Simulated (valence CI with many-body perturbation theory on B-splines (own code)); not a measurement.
Results of a calculation; reference values are marked as such.
## Ce26+: magnetic and hyperfine properties of the levels

Method: configuration interaction combined with many-body perturbation theory (CI+MBPT): four valence electrons over a frozen Dirac-Fock core [Ar] 3d10, a basis of 11 s, 11 p, 10 d, 8 f, 5 g, 2 h functions for each j, with the one-electron correlation potential Σ1 (screened to all orders), the two-electron term Σ2, the three-electron term Σ3, Breit, model QED; selected single and double excitations, second order for the rest, scaled by the run's own slope (own B-spline code, finite nucleus).

No measured spectrum was set against this ion. As an estimate, large intervals hold to a few tenths of a per cent, small ones and those within an open d or f shell to about a per cent. Among the levels kept, up to 510 cm⁻¹ of a level comes from second order outside the variational space, and about a tenth of that is noise between levels of different J, which matters for small intervals.

A/g_I is the dipole constant over the nuclear g factor μ/I (μ in nuclear magnetons, uniformly magnetised nucleus), B/Q the quadrupole constant per barn. Both hold the static response of the core; the bare values leave it out. Large factors of s and p1/2 electrons are usually good to 5 to 10 %; those of open d and f shells near neutrality can be off by tens of per cent, and small factors of p3/2, d and f electrons come from cancelling terms and can be off by a factor of two or in sign, in half-filled shells by more. B is blank for J = 1/2, where it vanishes, and for nearly pure S terms. Energies count from the lowest level. Levels with J = 0 are left out.

Levels are named by their leading jj configuration (3d3/2^4 stands for four electrons in 3d with j = 3/2), which in mixed levels can hold well under half, so a name can repeat and another be missing. Letters in brackets count levels of one name in rising energy.

| Level | E (cm⁻¹) | g | A/g_I (MHz) | A/g_I bare | B/Q (MHz/b) | B/Q bare |
| --- | --- | --- | --- | --- | --- | --- |
| (4s^2 4p1/2 4p3/2) J=1 | 178620 | 1.499 | -8440 | -8300 | 19700 | 18800 |
| (4s^2 4p1/2 4p3/2) J=2 | 201550 | 1.207 | 49000 | 46800 | 28000 | 26700 |
| (4s^2 4p3/2^2) J=2 | 397570 | 1.289 | 21600 | 20600 | 11300 | 10800 |
| (4s 4p1/2^2 4p3/2) J=2 | 643510 | 1.707 | 122000 | 116000 | 24800 | 23600 |
| (4s 4p1/2^2 4p3/2) J=1 | 724640 | 0.931 | -73000 | -69800 | 32100 | 30700 |
| (4s 4p1/2 4p3/2^2) J=2 [a] | 812510 | 1.472 | 86400 | 82800 | 27000 | 25700 |
| (4s 4p1/2 4p3/2^2) J=3 | 855240 | 1.330 | 107000 | 102000 | -2900 | -2730 |
| (4s 4p1/2 4p3/2^2) J=2 [b] | 918590 | 1.068 | 13300 | 12800 | -20700 | -19700 |
| (4s 4p1/2 4p3/2^2) J=1 [a] | 922920 | 1.274 | 85600 | 82000 | -34900 | -33300 |
| (4s 4p1/2 4p3/2^2) J=1 [b] | 967100 | 1.471 | 66500 | 63700 | 7820 | 7480 |
| (4s^2 4p1/2 4d3/2) J=2 | 998770 | 0.814 | 35600 | 34300 | 11100 | 10700 |
| (4s^2 4p1/2 4d5/2) J=3 | 1066300 | 1.106 | 26800 | 25900 | 13900 | 13400 |
| (4s^2 4p1/2 4d5/2) J=2 [a] | 1077900 | 1.285 | 47600 | 45800 | -16800 | -16100 |
| (4s^2 4p1/2 4d3/2) J=1 | 1081500 | 0.837 | -27200 | -25700 | 5010 | 4820 |
| (4s^2 4p1/2 4d5/2) J=2 [b] | 1094100 | 1.316 | 51600 | 49700 | -6010 | -5750 |
| (4s 4p3/2^3) J=1 | 1172300 | 1.271 | -59300 | -56800 | -6020 | -5730 |
| (4s^2 4p3/2 4d5/2) J=4 | 1224500 | 1.248 | 10200 | 9870 | 47800 | 45700 |
| (4s^2 4p3/2 4d3/2) J=2 | 1237100 | 1.027 | 10500 | 10100 | -4690 | -4470 |
| (4s^2 4p3/2 4d3/2) J=3 | 1255300 | 1.204 | 16600 | 16000 | 16000 | 15300 |
| (4s^2 4p3/2 4d3/2) J=1 | 1266700 | 1.238 | -835 | -543 | -18800 | -18000 |
| (4s^2 4p3/2 4d5/2) J=2 | 1292600 | 1.297 | 22800 | 22100 | -27200 | -26000 |
| (4s^2 4p3/2 4d5/2) J=3 | 1338700 | 1.103 | 12200 | 11800 | 21400 | 20600 |
| (4s^2 4p3/2 4d5/2) J=1 | 1361500 | 0.965 | -6690 | -6030 | 5740 | 5520 |
| (4p1/2^2 4p3/2^2) J=2 | 1399100 | 1.337 | 33100 | 31900 | -1230 | -1160 |
| (4s 4p1/2^2 4d3/2) J=1 | 1440200 | 0.313 | -88800 | -84800 | 2830 | 2730 |
| (4s 4p1/2^2 4d3/2) J=2 | 1462000 | 1.174 | 53300 | 51400 | 9230 | 8840 |
| (4s 4p1/2^2 4d5/2) J=3 | 1505800 | 1.375 | 65900 | 63400 | 11300 | 10900 |
| (4s 4p1/2 4p3/2 4d3/2) J=1 [a] | 1575600 | 1.345 | 34300 | 33000 | -16400 | -15700 |
| (4s 4p1/2^2 4d5/2) J=2 | 1581200 | 0.886 | -23800 | -22500 | 5990 | 5820 |
| (4s 4p1/2 4p3/2 4d3/2) J=2 [a] | 1589600 | 1.178 | 68800 | 66000 | -30700 | -29300 |
| (4s 4p1/2 4p3/2 4d3/2) J=3 [a] | 1603600 | 1.218 | 65100 | 62500 | -8070 | -7670 |
| (4s 4p1/2 4p3/2 4d3/2) J=1 [b] | 1608600 | 1.402 | 14400 | 14200 | -20100 | -19200 |
| (4p1/2 4p3/2^3) J=2 | 1609700 | 1.196 | 28000 | 27100 | -25100 | -23900 |
| (4s 4p1/2 4p3/2 4d5/2) J=4 [a] | 1619000 | 1.344 | 52400 | 50400 | 27700 | 26500 |
